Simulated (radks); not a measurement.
Values are calculated unless marked as measured or tabulated.
Species: neutral gallium. Configuration: [Ar] 3d10 4s2 4p1.

Level of theory: Dirac Kohn-Sham, PBE, spin-unpolarised, spherical densities, finite nucleus; open shells fill j = l - 1/2 first; Fermi nuclear charge, rms radius 3.9973 fm (a radial shooting solver on a logarithmic mesh with Libxc functionals).

Energy parts (eV):
| part | energy |
|---|---|
| total | -52899.231 |
| kinetic | 53949.445 |
| electron-nucleus | -127641.344 |
| Hartree | 22848.219 |
| exchange-correlation | -2055.551 |

Orbitals (lengths in bohr, moments of r in powers of bohr):
orbital,occ.,eigenvalue (eV),<r>,<1/r>,<r^2>,<r^4>
1s1/2,2,-10226.86,0.04860,31.30,0.003178,0.00002599
2s1/2,2,-1261.755,0.2176,6.884,0.05591,0.005432
2p1/2,2,-1116.914,0.1883,6.844,0.04356,0.003844
2p3/2,4,-1089.260,0.1918,6.669,0.04507,0.004088
3s1/2,2,-148.0060,0.6517,2.192,0.4906,0.3911
3p1/2,2,-101.2014,0.6719,2.062,0.5327,0.4993
3p3/2,4,-97.5756,0.6826,2.019,0.5499,0.5326
3d3/2,4,-19.3570,0.8069,1.656,0.8547,1.988
3d5/2,6,-18.8955,0.8133,1.644,0.8693,2.063
4s1/2,2,-8.8996,2.345,0.5585,6.403,71.52
4p1/2,1,-2.6224,3.388,0.3884,13.93,393.9
4p3/2,0,-2.5075,3.458,0.3801,14.51,427.9

The highest occupied level is 4p1/2 at -2.622 eV. Summed over all electrons, <r^2> = 40.00 bohr^2, which gives a Langevin (diamagnetic) susceptibility term of -31.7 x 10^-6 cm^3/mol. The density falls to 0.001 e/bohr^3 at r = 4.40 bohr.
